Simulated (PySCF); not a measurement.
Isomers of C8H18BN. The calculation used PBE0-D3(BJ)/def2-SVP geometry optimisation, gas phase (PySCF). One conformer each; no zero-point energy, no entropy. No frequencies were run at this level. Point groups hold within 0.08 Å.

Question: Rank from lowest to highest electronic energy at this level (kJ/mol).
A. `[CH2:1]=[CH:2][CH2:3][C@@H:4]1[CH2:5][BH2-:6][N+:7]([CH3:8])([CH3:9])[CH2:10]1` with C1–C2–C3–C4 110°, C2–C3–C4–C5 179°, C3–C4–C5–B6 -135°, C4–C5–B6–N7 -15°, C5–B6–N7–C8 -83°, B6–N7–C10–C4 -44°
B. `[CH3:1][N+:2]1([CH3:3])[BH2-:4][CH2:5][C@H:6]([CH:7]2[CH2:8][CH2:9]2)[CH2:10]1` with C5–C6–C7–C8 157°, C1–N2–B4–C5 98°, N2–B4–C5–C6 -5°, B4–C5–C6–C7 152°, C6–C7–C8–C9 -109°
C. `[CH3:1][C:2]#[C:3][CH2:4][CH2:5][BH2-:6][N+:7]([CH3:8])([CH3:9])[CH3:10]` with C3–C4–C5–B6 179°, C4–C5–B6–N7 177°
D. `[CH3:1][C:2]#[N+:3][BH2-:4][C:5]([CH3:6])([CH3:7])[CH2:8][CH2:9][CH3:10]` with N3–B4–C5–C6 -67°, B4–C5–C8–C9 57°, C5–C8–C9–C10 180°
E. `[CH2:1]=[CH:2][CH2:3][CH2:4][N@+:5]1([CH3:6])[BH2-:7][CH2:8][CH2:9][CH2:10]1` with C1–C2–C3–C4 115°, C2–C3–C4–N5 180°, C3–C4–N5–C6 -60°, C4–N5–B7–C8 -156°, N5–B7–C8–C9 17°, B7–C8–C9–C10 8°, C8–C9–C10–N5 -34°
F. `[CH3:1][N+:2]1([CH3:3])[BH2-:4][C@@H:5]([CH:6]2[CH2:7][CH2:8]2)[CH2:9][CH2:10]1` with B4–C5–C6–C7 -88°, C1–N2–B4–C5 -151°, N2–B4–C5–C6 -116°, C5–C6–C7–C8 -111°, B4–C5–C9–C10 16°

Answer: D (0.0), B (10.9), A (11.7), F (16.2), E (18.3), C (139.2).

Neighbours under 10 kJ/mol apart (C[N+]1(C)[BH2-]C[C@H](C2CC2)C1 and C=CC[C@@H]1C[BH2-][N+](C)(C)C1; C=CC[C@@H]1C[BH2-][N+](C)(C)C1 and C[N+]1(C)[BH2-][C@@H](C2CC2)CC1; C[N+]1(C)[BH2-][C@@H](C2CC2)CC1 and C=CCC[N@+]1(C)[BH2-]CCC1) can change places with a better method, another conformer or zero-point energy.

| SMILES | E (Eh) | E rel (kJ/mol) | dipole (D) | point group | A, B, C (MHz) |
| --- | --- | --- | --- | --- | --- |
| CC#[N+][BH2-]C(C)(C)CCC | -394.52790 | 0.0 | 6.93 | C1 | 1331, 871.8, 626.8 |
| C[N+]1(C)[BH2-]C[C@H](C2CC2)C1 | -394.52373 | 10.9 | 4.31 | C1 | 2686, 763.8, 703.0 |
| C=CC[C@@H]1C[BH2-][N+](C)(C)C1 | -394.52344 | 11.7 | 4.20 | C1 | 2461, 723.8, 657.5 |
| C[N+]1(C)[BH2-][C@@H](C2CC2)CC1 | -394.52171 | 16.2 | 4.68 | C1 | 2872, 745.6, 706.7 |
| C=CCC[N@+]1(C)[BH2-]CCC1 | -394.52094 | 18.3 | 4.43 | C1 | 3030, 626.5, 611.4 |
| CC#CCC[BH2-][N+](C)(C)C | -394.47489 | 139.2 | 5.55 | near Cs | 3408, 402.3, 392.2 |

Q: How do the relative energies change in single points at PBE0/pcSseg-1 (no added dispersion term) on the same geometries?

A: 
| SMILES | PBE0-D3(BJ)/def2-SVP (kJ/mol) | PBE0/pcSseg-1 (kJ/mol) | shift |
| --- | --- | --- | --- |
| CC#[N+][BH2-]C(C)(C)CCC | 0.0 | 0.0 | 0.0 |
| C[N+]1(C)[BH2-]C[C@H](C2CC2)C1 | 10.9 | 24.5 | +13.6 |
| C=CC[C@@H]1C[BH2-][N+](C)(C)C1 | 11.7 | 18.0 | +6.3 |
| C[N+]1(C)[BH2-][C@@H](C2CC2)CC1 | 16.2 | 29.0 | +12.8 |
| C=CCC[N@+]1(C)[BH2-]CCC1 | 18.3 | 25.3 | +7.0 |
| CC#CCC[BH2-][N+](C)(C)C | 139.2 | 132.1 | -7.1 |

Each column counts from its own lowest isomer. The lowest isomer stays, but the order above it changes; the largest shift is 13.6 kJ/mol.
